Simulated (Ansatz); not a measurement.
F₂H₂S₂Sn (`[F][Sn]([F])([SH])[SH]`). Charge 0, multiplicity 1. Sn takes the def2 core potential. Geometry: relaxed with PBE0-D4/def2-TZVP. It is one conformer, not always the lowest.

```xyz
7

F     0.231    2.111   -0.966
Sn   -0.095    0.414   -0.172
F    -1.542   -0.260   -1.215
S    -0.707    0.886    2.056
S     1.673   -1.114   -0.521
H    -0.591   -0.409    2.403
H     1.030   -1.629   -1.586
```

(1) What is the dipole moment at B3LYP/def2-TZVPP? (Estimate.)

(2) And with PBE, r2SCAN, ωB97M-V? (Best estimate.)

(3) Give the Mulliken charges with B3LYP, ωB97M-V, r2SCAN in def2-TZVPP. (An estimate is asked.)

## Answers

(1) Computed: 3.02 D, with components (1.03, -2.18, 1.82) D in this frame, pointing from negative to positive charge.

(2) Computed: PBE 2.85 D, r2SCAN 2.92 D, ωB97M-V 3.00 D.

(3) The calculation gave: 
```
atom  B3LYP  ωB97M-V  r2SCAN
  F1  -0.46    -0.46   -0.46
 Sn2   1.27     1.19    1.26
  F3  -0.46    -0.46   -0.46
  S4  -0.30    -0.27   -0.30
  S5  -0.31    -0.29   -0.32
  H6   0.13     0.14    0.13
  H7   0.14     0.15    0.14
```

B3LYP here is the variant with VWN-RPA as its local correlation; programs differ in this.
